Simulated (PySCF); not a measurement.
First SCF of a structure search on triplet Tc(OH)₃, at a hand-made T-shaped (heavy-atom frame) geometry. PySCF input:

```python
from pyscf import gto, scf, dft
mol = gto.M(atom='''
Tc     0.000000     0.000000     0.000000
O      0.000000     0.000000     1.910000
O      1.908800     0.000000     0.066700
O     -1.908800     0.000000     0.066700
H     -0.735400     0.000000     2.527100
H      2.525500    -0.735400     0.088200
H     -2.525500     0.735400     0.088200''',
    basis={'Tc': 'def2-SVP', 'O': 'def2-SVP', 'H': 'def2-SVP'},
    ecp={'Tc': 'def2-SVP'},
    charge=0, spin=2)
mf = dft.UKS(mol, xc='B3LYP')
mf.grids.atom_grid = (50, 194)
aux = {'Tc': 'def2-universal-JKFIT', 'O': 'def2-universal-JKFIT', 'H': 'def2-universal-JKFIT'}
mf = mf.density_fit(auxbasis=aux)
mf.conv_tol = 1e-08
mf.diis_space = 10
mf.max_cycle = 60
mf.init_guess = 'minao'
mf.verbose = 4
mf.kernel()
```

Excerpt of the output (cycles alone):

```
init E= -299.654314792228
cycle= 1 E= -307.658918081305  delta_E=   -8  |g|= 1.05  |ddm|= 2.49
cycle= 2 E= -303.560840804483  delta_E=  4.1  |g|= 3.11  |ddm|= 2.72
cycle= 3 E= -307.813467569604  delta_E= -4.25  |g|= 0.689  |ddm|= 2.51
cycle= 4 E= -308.068608575467  delta_E= -0.255  |g|= 0.201  |ddm|= 1.15
cycle= 5 E= -308.090487493841  delta_E= -0.0219  |g|= 0.0465  |ddm|= 0.242
cycle= 6 E= -308.091798996923  delta_E= -0.00131  |g|= 0.0203  |ddm|= 0.066
cycle= 7 E= -308.092276464984  delta_E= -0.000477  |g|= 0.018  |ddm|= 0.0517
cycle= 8 E= -308.092688783407  delta_E= -0.000412  |g|= 0.0082  |ddm|= 0.0393
cycle= 9 E= -308.093229470004  delta_E= -0.000541  |g|= 0.0075  |ddm|= 0.0756
cycle= 10 E= -308.093578247067  delta_E= -0.000349  |g|= 0.00581  |ddm|= 0.0586
cycle= 11 E= -308.09401910936  delta_E= -0.000441  |g|= 0.0038  |ddm|= 0.0921
cycle= 12 E= -308.094240106889  delta_E= -0.000221  |g|= 0.0037  |ddm|= 0.0502
cycle= 13 E= -308.094381126738  delta_E= -0.000141  |g|= 0.00396  |ddm|= 0.0312
... 23 lines left out ...
cycle= 37 E= -308.094911796812  delta_E= -5.24e-07  |g|= 0.000117  |ddm|= 0.00392
cycle= 38 E= -308.094912071298  delta_E= -2.74e-07  |g|= 7.7e-05  |ddm|= 0.00319
cycle= 39 E= -308.094912139968  delta_E= -6.87e-08  |g|= 6.53e-05  |ddm|= 0.000973
cycle= 40 E= -308.094912225617  delta_E= -8.56e-08  |g|= 4.88e-05  |ddm|= 0.00149
cycle= 41 E= -308.094912297787  delta_E= -7.22e-08  |g|= 5.01e-05  |ddm|= 0.00162
cycle= 42 E= -308.094912320856  delta_E= -2.31e-08  |g|= 3.08e-05  |ddm|= 0.000733
cycle= 43 E= -308.094912355629  delta_E= -3.48e-08  |g|= 1.93e-05  |ddm|= 0.00143
cycle= 44 E= -308.094912364171  delta_E= -8.54e-09  |g|= 1.18e-05  |ddm|= 0.000783
Extra cycle  E= -308.094912365419  delta_E= -1.25e-09  |g|= 1.45e-05  |ddm|= 0.0001
converged SCF energy = -308.094912365419  <S^2> = 2.0149342  2S+1 = 3.0099397
```

This is not the lowest solution: a stability analysis within the same unrestricted form found one 7.1 kJ/mol lower, at -308.09760 Eh.

Open d and f shells are described by one determinant, and the ground state may have another occupation or spin.

The search for the lowest solution, with the stability check, took 2.8 min on 2 threads of a shared Intel Xeon @ 2.50GHz (Skylake/Cascade Lake) host, with 88 basis functions; the process peaked at 0.45 GiB.
